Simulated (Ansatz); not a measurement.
Computed with Ansatz.

AlH5O2PSb, SMILES `[OH][SbH][Al]([OH])[PH2]` at its PBE0-D4/def2-TZVP geometry, where that method's forces vanish. The species carries charge 0 and has multiplicity 1. Sb takes the def2 core potential.

```
atom    x (Å)    y (Å)    z (Å)
  O1   2.3292  -0.3877  -1.2810
 Sb2   2.1912   0.2644   0.5876
 Al3  -0.4662   0.6321   0.5139
  O4  -1.3696   1.1514   1.8533
  P5  -1.6822   0.3823  -1.4567
  H6   1.5920  -0.9518  -1.5275
  H7   1.8663  -1.2602   1.3297
  H8  -1.0168   1.3389   2.7210
  H9  -0.8490  -0.6704  -1.9274
 H10  -2.5950  -0.4990  -0.8130
```

**Question.** For each bond, give half the difference of the two atoms' forces along it (eV/Å; positive pushes the atoms apart) under PBE-D4, r2SCAN-D4, B3LYP-D4, ωB97M-V in def2-TZVPP. (Estimate.)

**Answer.** The calculation gave: 
```
   bond  length (Å)  PBE-D4  r2SCAN-D4  B3LYP-D4  ωB97M-V
 O1–Sb2       1.984    0.45       0.16      0.33     0.04
  O1–H6       0.960    0.40       0.03     -0.05    -0.07
Sb2–Al3       2.684   -0.06      -0.01      0.04    -0.15
 Sb2–H7       1.726    0.21       0.03      0.07    -0.14
 Al3–O4       1.697    0.25       0.03      0.05     0.11
 Al3–P5       2.329    0.05       0.02      0.03    -0.03
  O4–H8       0.955    0.34       0.02      0.00    -0.05
  P5–H9       1.423    0.21       0.00     -0.05    -0.10
 P5–H10       1.423    0.20       0.00     -0.05    -0.11
```

B3LYP here is the variant with VWN-RPA as its local correlation; programs differ in this.
